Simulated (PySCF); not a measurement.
Delta-SCF ions had no search for a lower state. Excitations are Tamm–Dancoff values on a coarser integration grid. The basis has no diffuse functions, so Rydberg states are missing or too high.

Cartesian coordinates (Å):
```xyz
8

B     -1.6104     0.2605     0.1653
B     -0.2846    -0.4616    -0.4836
C      1.1199    -0.1269    -0.0599
C      2.2327     0.1595     0.2969
H     -2.0826     1.2485    -0.3101
H     -2.1694    -0.1934     1.1173
H     -0.4259    -1.2931    -1.3321
H      3.2203     0.4065     0.6062
```
Charge 0, spin multiplicity 1.

Q: What is the computed dipole moment, vertical ionisation energy (Delta-SCF) and brightest of the four lowest singlets (TDA) (PySCF 2.14.0 with CAM-B3LYP-D3(BJ)/def2-TZVP)?

A: 
The dipole moment is 0.65 D. The vertical ionisation energy (Delta-SCF) comes out as 10.05 eV and the brightest of the four lowest singlets (TDA) is 5.75 eV.
